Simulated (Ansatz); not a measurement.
Cl$_{2}$H$_{4}$SiSn, SMILES `[SiH3][SnH]([Cl])[Cl]`, relaxed with RKS PBE-D4/def2-SVP in the Gaussian-basis code of Ansatz from a rough embedded geometry. The force threshold is 0.03 eV/Å; the program also tests the step.

Total charge 0; spin multiplicity 1. Sn takes the def2 core potential.

Start:

```xyz
8

Si    0.316   -0.199   -1.237
Sn   -0.185    0.075    1.154
Cl   -2.419   -0.457    1.502
Cl    0.123    2.323    1.779
H     0.121   -1.581   -1.680
H     1.775    0.130   -1.524
H    -0.516    0.689   -2.083
H     0.785   -0.980    2.088
```

By how much does the energy fall, and how many steps does the optimiser take? (Estimate.)

Computed: 0.19 eV, in 5 steps.

Which bonds change most? (Best estimate.)

Ansatz gave: Si1–Sn2 from 2.458 to 2.584 Å; Sn2–Cl3 from 2.323 to 2.378 Å; Si1–H5 from 1.465 to 1.501 Å; Sn2–Cl4 from 2.353 to 2.378 Å.

Give the relaxed structure. (Best estimate.)

Ansatz gave: 
```xyz
8

Si    0.356   -0.201   -1.354
Sn   -0.125    0.004    1.177
Cl   -2.432   -0.484    1.485
Cl    0.164    2.291    1.758
H     0.097   -1.616   -1.782
H     1.789    0.167   -1.606
H    -0.568    0.745   -2.059
H     0.719   -0.905    2.381
```
